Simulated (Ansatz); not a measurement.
Start from `C1=CS[SiH2]1` and change one atom or group to get `[SiH3][SiH]1C=CS1`.

Ansatz, PBE0-D4/def2-TZVP geometries, multiplicity 1. 

```tsv
property	`C1=CS[SiH2]1`
HOMO energy (ωB97M-V/def2-TZVPP) / eV	-8.66
HOMO energy (PBE/def2-TZVPP) / eV	-5.49
size of the dipole moment (ωB97M-V/def2-TZVPP) / D	1.37
HOMO–LUMO gap (PBE0/def2-TZVPP) / eV	5.93
LUMO energy (B3LYP/def2-TZVPP) / eV	-0.82
HOMO–LUMO gap (PBE/def2-TZVPP) / eV	3.90
```

(1) What does the change do to each property? (Estimate.)

Answers

(1) Computed: 
```tsv
property	`[SiH3][SiH]1C=CS1`	shift
HOMO energy (ωB97M-V/def2-TZVPP) / eV	-8.65	0.01
HOMO energy (PBE/def2-TZVPP) / eV	-5.50	-0.01
size of the dipole moment (ωB97M-V/def2-TZVPP) / D	1.34	-0.03
HOMO–LUMO gap (PBE0/def2-TZVPP) / eV	5.80	-0.13
LUMO energy (B3LYP/def2-TZVPP) / eV	-0.92	-0.10
HOMO–LUMO gap (PBE/def2-TZVPP) / eV	3.87	-0.03
```

Dipoles are sizes alone; their direction can turn.

B3LYP here is the variant with VWN-RPA as its local correlation; programs differ in this.
